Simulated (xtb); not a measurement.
C$_{2}$H$_{7}$Al, singlet, from a rough starting geometry (GFN-xTB shapes and energies of metal compounds can be far from the true ones); GFN2-xTB (xtb).

The xtb input:
```
$ xtb mol.xyz --gfn 2 --opt vtight --json

# file mol.xyz
10

Al     0.54940176    -0.09629951    -0.31803665
C     -0.40274714    -1.68989952     0.39474002
H     -0.36218239    -2.55649172    -0.21909036
H     -1.48007573    -1.52433303     0.49824599
H     -0.02490511    -1.99863579     1.36833999
C      0.04550008     1.79961701    -0.14512918
H      0.69094487     2.38163149    -0.78653105
H      0.16217483     2.20475977     0.85451983
H     -0.97732699     1.98910152    -0.40244600
H      1.75097809    -0.49357554    -1.18244781
```

Question: What does xtb print? Leave out banner, timings and long lists.

Answer: 
```
   ID    Z sym.   atoms
    1   13 Al     1
    2    6 C      2, 6
    3    1 H      3-5, 7-10

           -------------------------------------------------
          |                Calculation Setup                |
           -------------------------------------------------

           -------------------------------------------------
          |                 G F N 2 - x T B                 |
           -------------------------------------------------

          ...................................................
          :                      SETUP                      :
          :.................................................:
          :  # basis functions                  25          :
          :  # atomic orbitals                  24          :
          :  # shells                           14          :
          :  # electrons                        18          :
          :  max. iterations                   250          :
          :  Hamiltonian                  GFN2-xTB          :
          :  restarted?                      false          :
          :  GBSA solvation                  false          :
          :  PC potential                    false          :
          :  electronic temp.          300.0000000     K    :
          :  accuracy                    1.0000000          :
          :  -> integral cutoff          0.2500000E+02      :
          :  -> integral neglect         0.1000000E-07      :
          :  -> SCF convergence          0.1000000E-05 Eh   :
          :  -> wf. convergence          0.1000000E-03 e    :
          :  Broyden damping             0.4000000          :
          :  net charge                          0          :
          :  unpaired electrons                  0          :
          ...................................................

 iter      E             dE          RMSdq      gap      omega  full diag
   1     -8.9772858 -0.897729E+01  0.160E+01    4.30       0.0  T
   2     -9.0108492 -0.335633E-01  0.957E+00    4.52       1.0  T
   3     -9.0044467  0.640249E-02  0.237E+00    4.31       1.0  T
   4     -9.0178179 -0.133712E-01  0.150E+00    4.80       1.0  T
   5     -9.0190310 -0.121310E-02  0.446E-01    4.82       1.0  T
   6     -9.0191625 -0.131493E-03  0.177E-01    4.71       1.0  T
   7     -9.0192970 -0.134528E-03  0.755E-02    4.73       1.0  T
   8     -9.0193220 -0.250022E-04  0.376E-02    4.76       1.0  T
   9     -9.0193271 -0.502350E-05  0.145E-02    4.75       2.2  T
[...]
 * total energy  :    -8.8845390 Eh     change       -0.1327011E-06 Eh
 * total energy  :    -8.8845391 Eh     change       -0.1270902E-06 Eh
 * total energy  :    -8.8845393 Eh     change       -0.1247315E-06 Eh
 * total energy  :    -8.8845394 Eh     change       -0.1239212E-06 Eh
 * total energy  :    -8.8845395 Eh     change       -0.1234229E-06 Eh
 * total energy  :    -8.8845396 Eh     change       -0.1227611E-06 Eh
 * total energy  :    -8.8845398 Eh     change       -0.1209538E-06 Eh
 * total energy  :    -8.8845399 Eh     change       -0.1175318E-06 Eh
 * total energy  :    -8.8845400 Eh     change       -0.1129517E-06 Eh
 * total energy  :    -8.8845401 Eh     change       -0.1082247E-06 Eh
 * total energy  :    -8.8845402 Eh     change       -0.1036842E-06 Eh
 * total energy  :    -8.8845403 Eh     change       -0.9978476E-07 Eh
   *** GEOMETRY OPTIMIZATION CONVERGED AFTER 58 ITERATIONS ***
         :: total energy              -8.884540302889 Eh    ::
[...]
     4   1 H        0.924     0.051     2.313     2.378
     5   1 H        0.924     0.050     2.324     2.384
     6   6 C        3.608    -0.218    25.463     7.290
     7   1 H        0.924     0.060     2.201     2.320
     8   1 H        0.924     0.051     2.313     2.379
     9   1 H        0.924     0.050     2.324     2.384
    10   1 H        0.880    -0.171     8.874     4.664

 Mol. C6AA /au·bohr⁶  :        996.394194
 Mol. C8AA /au·bohr⁸  :      35907.669898
 Mol. α(0) /au        :         53.536459

Wiberg/Mayer (AO) data.
largest (>0.10) Wiberg bond orders for each atom

 ---------------------------------------------------------------------------
     #   Z sym  total        # sym  WBO       # sym  WBO       # sym  WBO
 ---------------------------------------------------------------------------
     1  13 Al   3.433 --     2 C    1.055     6 C    1.055    10 H    0.877
     2   6 C    3.911 --     1 Al   1.055     5 H    0.922     4 H    0.921
                             3 H    0.917
     3   1 H    0.996 --     2 C    0.917
     4   1 H    0.997 --     2 C    0.921
     5   1 H    0.998 --     2 C    0.922
     6   6 C    3.911 --     1 Al   1.055     9 H    0.922     8 H    0.921
                             7 H    0.917
     7   1 H    0.996 --     6 C    0.917
     8   1 H    0.997 --     6 C    0.921
     9   1 H    0.998 --     6 C    0.922
    10   1 H    0.971 --     1 Al   0.877
 ---------------------------------------------------------------------------

Topologies differ in total number of bonds
Writing topology from bond orders to xtbtopo.mol

molecular dipole:
                 x           y           z       tot (Debye)
 q only:       -0.289       0.079       0.241
   full:       -0.425       0.116       0.353       1.435
molecular quadrupole (traceless):
                xx          xy          yy          xz          yz          zz
 q only:       -0.901       0.618       1.168       1.747      -0.473      -0.268
  q+dip:       -2.144       1.072       3.878       0.954      -1.052      -1.735
   full:       -1.288       1.085       0.963       4.493      -0.767       0.325

optimized geometry written to: xtbopt.xyz

           -------------------------------------------------
          | TOTAL ENERGY               -8.884540302889 Eh   |
          | GRADIENT NORM               0.000025158192 Eh/α |
          | HOMO-LUMO GAP               4.802458221396 eV   |
           -------------------------------------------------
```
